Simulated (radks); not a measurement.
Results of a calculation; reference values are marked as such.
Correlation energies from several functionals, in hartree. Species: Hg [Hg]; B2+ [He] 2s1; Cd [Kr] 4d10 5s2. Level of theory: non-relativistic Kohn-Sham, LDA (Slater exchange, Perdew-Wang correlation), spin-polarised, spherical densities, point nucleus (a radial shooting solver on a logarithmic mesh with Libxc functionals). Every spin shell is full or empty, so the densities are truly spherical. Functionals are evaluated on that one density, not self-consistently.

PW92: Hg -8.3219; B2+ -0.18911; Cd -4.5507
Wigner: Hg -4.3264; B2+ -0.11103; Cd -2.5603
Chachiyo: Hg -8.2302; B2+ -0.18556; Cd -4.4895
PBE: Hg -4.9017; B2+ -0.055281; Cd -2.5332
PBEsol: Hg -5.4875; B2+ -0.071039; Cd -2.8702
AM05: Hg -7.8405; B2+ -0.16542; Cd -4.2347
OP (B88): Hg -4.2561; B2+ -0.072786; Cd -2.3505
revTPSS: Hg -4.9429; B2+ -0.056238; Cd -2.5685
r2SCAN: Hg -4.9618; B2+ -0.053023; Cd -2.5564
